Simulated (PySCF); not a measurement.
PhSiCl2(SeBu) (C10H14Cl2SeSi): Computed beside measured shifts

System: PhSiCl2(SeBu) (C10H14Cl2SeSi), SMILES CCCC[Se][Si](Cl)(Cl)c1ccccc1.

Atom-mapped SMILES (hydrogens are numbered by the atom that bears them): [CH3:1][CH2:2][CH2:3][CH2:4][Se:5][Si:6]([Cl:7])([Cl:8])[c:9]1[cH:10][cH:11][cH:12][cH:13][cH:14]1

Method: GIAO KT3/pcSseg-2, gas phase, PySCF SCF with an in-house response code, fitting set def2-universal-JFIT, grid level 2, non-relativistic, geometry: PBE0-D3(BJ)/def2-SVP.

One optimised conformer. Values are averaged over the atoms that symmetry or fast rotation interchanges, on this one geometry and without vibrational averaging. Shifts are the reference shielding less the shielding here, at the same level (13C, 1H, 29Si against isolated TMS; 77Se against isolated Me2Se); nuclei without a reference have shieldings only.

Spin-orbit coupling is left out, which matters for the heavier atoms here.

Problem. What shifts does this level give for Si6, Se5, and how do they compare with measurement?

Solution. 
```
atom  nucleus  computed / ppm  measured / ppm  computed less measured  measured against  medium of the measurement
 Si6     29Si            36.8             8.1                    28.7               TMS                   solution
 Se5     77Se           -67.9              -9                   -58.9             Me2Se                   solution
```

Measured values: U. Herzog, Habilitationsschrift, TU Bergakademie Freiberg, 2002/2003.
